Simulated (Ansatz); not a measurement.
`[CH3][GeH2][C](=N)Cl` + H–F → `N=C(F)Cl` + `[CH3][GeH3]` at 500 K and 1 bar (substitution at a C–Ge bond).

Gas-phase electronic energies from Ansatz, PBE0-D4/def2-TZVP geometries. CCSD(T)/CBS is the MP2 limit (def2-TZVPP, def2-QZVPP) plus CCSD(T) − MP2 in def2-TZVPP, frozen cores. This one scheme is used for every species. For Ge outer-core shells are correlated without core-valence functions, which leaves a few kJ/mol of doubt a bond. Scalar relativity is left out up to krypton. Each species was taken in one conformer, which may not be the lowest.

```
               species  CCSD(T)/CBS energy (Eh)  H − E (kJ/mol)  S (J/(mol·K))
`[CH3][GeH2][C](=N)Cl`              -2670.28996           245.2          438.1
                   H–F               -100.39570            39.4          188.7
            `N=C(F)Cl`               -652.89802            90.1          312.2
         `[CH3][GeH3]`              -2117.76728           187.1          312.2
```

H − E and S are ideal-gas, rigid-rotor, harmonic terms from PBE0-D4/def2-TZVP, for one conformer and one mirror image of each species. 1 Eh = 2625.50 kJ/mol, R = 8.31446 J/(mol·K).

By hand: ΔE, ΔH, ΔS and ΔG.

ΔE = (-652.89802) + (-2117.76728) − (-2670.28996) − (-100.39570) = 0.02036 Eh = 53.5 kJ/mol. Δ(H − E) = 90.1 + 187.1 − 245.2 − 39.4 = -7.4, so ΔH = 46.1 kJ/mol. ΔS = 312.2 + 312.2 − 438.1 − 188.7 = -2.4 J/(mol·K). ΔG = 46.1 − 500 × (-2.4)/1000 = 47.3 kJ/mol.

By hand: the equilibrium constant, and the temperature at which ΔG would vanish if ΔH and ΔS stayed fixed.

log₁₀ K = −ΔG/(RT ln 10) = -4.9. ΔH and −TΔS have one sign here, so there is no such temperature. One of them is within its doubt of zero, so this could turn.

The number of gas molecules stays the same, so ΔS is small and ΔH decides. A doubt of 5 kJ/mol in ΔE shifts log₁₀ K by 0.5 here. Other conformers and mirror images would add mixing entropy, several J/(mol·K) or more a flexible species. Modes under 60 cm⁻¹, often nearly free rotors, make the harmonic entropy too high. These are equilibria of isolated gas molecules and say nothing of rates. Largest T1 diagnostic: 0.013 (customary marks: 0.02 for closed shells, 0.045 for open ones).
